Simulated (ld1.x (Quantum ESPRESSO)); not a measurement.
## Transferability test, TM potential for tellurium

```json
{
  "Element": "Te",
  "Generator": "ld1.x (Quantum ESPRESSO) 7.5",
  "Type": "norm-conserving Troullier–Martins (Kleinman–Bylander form)",
  "Functional": "revPBE",
  "Relativity": "fully relativistic",
  "Frozen core": "[Kr]",
  "Valence charge": "16",
  "Reference configuration": "4d10 5s2 5p4",
  "Partial waves": "5s (bound): rc 1.22 bohr; 5p (bound): rc 1.56 bohr; 4d (bound): rc 0.88 bohr",
  "Local potential": "the d channel",
  "Core correction": "none"
}
```

Open shells are filled in proportion to 2j + 1 (rel_dist='average').

Energies are relative to the spin-unpolarised reference configuration 4d10 5s2 5p4; without spin polarisation the order of configurations can differ from experiment. The d channel is local and has no spin–orbit splitting in the pseudo-atom.

| valence configuration | charge | ΔE all-electron (eV) | error AE − PS (meV) |
| --- | --- | --- | --- |
| 4d10 5s2 5p3 | +1 | 9.703 | -0.2 |
| 4d9 5s2 5p5 | 0 | 38.205 | -246 |
| 4d10 5s1 5p5 | 0 | 9.197 | +77 |
| 4d9 5s2 5p4 | +1 | 49.186 | -228 |
| 4d10 5s0 5p6 | 0 | 18.576 | +336 |

(1) What are ΔE and the potential's error for 4d10 5s2 5p2?

(2) What are ΔE and the potential's error for 4d10 5s2 5p1?

Note: ghost states, extra bound levels that the all-electron valence spectrum of the same l lacks: s at -138.9 eV, p1/2 at -64.9 eV, p3/2 at -63.7 eV. A true bound ghost makes a file unfit for plane-wave use. The potential misses its own reference levels by up to 0.9 eV.

Results:

(1) ΔE = 27.592 eV all-electron; the error (AE − PS) is -0.7 meV.

(2) ΔE = 54.430 eV all-electron; the error (AE − PS) is +3.4 meV.
